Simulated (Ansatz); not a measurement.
`[GeH3][CH]1N[SiH2]1` → `[GeH2]` + `C1N[SiH2]1` at 600 K and 1 bar (germylene formation by 1,1-elimination).

Calculated with Ansatz (gas phase, PBE0-D4/def2-TZVP geometries, no zero-point term in ΔE). CBS: MP2 limit from def2 TZ/QZ plus the TZ coupled-cluster correction, frozen cores. For Ge outer-core shells are correlated without core-valence functions, which leaves a few kJ/mol of doubt a bond. Scalar relativity is left out up to krypton.

```
              species  CCSD(T)/CBS energy (Eh)  H − E (kJ/mol)  S (J/(mol·K))
`[GeH3][CH]1N[SiH2]1`              -2462.10583           251.9          433.6
             `[GeH2]`              -2077.24753            50.4          247.2
         `C1N[SiH2]1`               -384.79623           195.0          330.8
```

H − E and S are ideal-gas, rigid-rotor, harmonic terms from PBE0-D4/def2-TZVP, for one conformer and one mirror image of each species. 1 Eh = 2625.50 kJ/mol, R = 8.31446 J/(mol·K).

**Question.** By hand: ΔE, ΔH, ΔS and ΔG.

**Answer.** ΔE = (-2077.24753) + (-384.79623) − (-2462.10583) = 0.06207 Eh = 163.0 kJ/mol. Δ(H − E) = 50.4 + 195.0 − 251.9 = -6.5, so ΔH = 156.5 kJ/mol. ΔS = 247.2 + 330.8 − 433.6 = 144.4 J/(mol·K). ΔG = 156.5 − 600 × (144.4)/1000 = 69.9 kJ/mol.

**Question.** By hand: the equilibrium constant, and the temperature at which ΔG would vanish if ΔH and ΔS stayed fixed.

**Answer.** log₁₀ K = −ΔG/(RT ln 10) = -6.1. ΔG = 0 at ΔH/ΔS = 1084 K.

The number of gas molecules changes by +1, which sets the sign of ΔS. A doubt of 5 kJ/mol in ΔE shifts log₁₀ K by 0.4 here. Other conformers and mirror images would add mixing entropy, several J/(mol·K) or more a flexible species. These are equilibria of isolated gas molecules and say nothing of rates. Largest T1 diagnostic: 0.012 (customary marks: 0.02 for closed shells, 0.045 for open ones).
